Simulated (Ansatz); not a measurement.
Reaction (ligand exchange at a Ge–O bond): `F[SiH](F)[O][GeH3]` + CH₃OH → `C[O][GeH3]` + `O[SiH](F)F`

Computed with Ansatz on PBE0-D4/def2-TZVP structures; ΔE is electronic, products minus reactants. CCSD(T)/CBS adds triple-zeta CCSD(T) − MP2 to the extrapolated MP2 energy (def2 sets, frozen cores). This one scheme is used for every species. Functionals use def2-TZVPP. For Ge outer-core shells are correlated without core-valence functions, which leaves a few kJ/mol of doubt a bond. Scalar relativity is left out up to krypton. Each species was taken in one conformer, which may not be the lowest.

| species | r2SCANh-D4 energy (Eh) |
| --- | --- |
| `F[SiH](F)[O][GeH3]` | -2643.98122 |
| CH₃OH | -115.70021 |
| `C[O][GeH3]` | -2193.89684 |
| `O[SiH](F)F` | -565.77803 |

(1) Work out ΔE.

Largest T1 diagnostic among the species: 0.012.

Results:

(1) ΔE = (-2193.89684) + (-565.77803) − (-2643.98122) − (-115.70021) = 0.00656 Eh = +17.2 kJ/mol. CCSD(T)/CBS gives +18.9 kJ/mol.

Leaving LDA and LC-ωPBE aside and taking each functional with its dispersion term where it has one, the values, not all of them listed here, spread over 9.8 kJ/mol, from revPBE-D4 to BHLYP-D4. LDA lies −3.6 kJ/mol from PBE without D4. From BLYP to BHLYP (50 % exact exchange), in def2-TZVPP and without D4, ΔE moves by +6.0 kJ/mol. In def2-TZVPP, CCSD(T) changes the Hartree–Fock value by −8.2 kJ/mol (the triples alone add −1.6 kJ/mol) and MP2 by −9.9 kJ/mol.
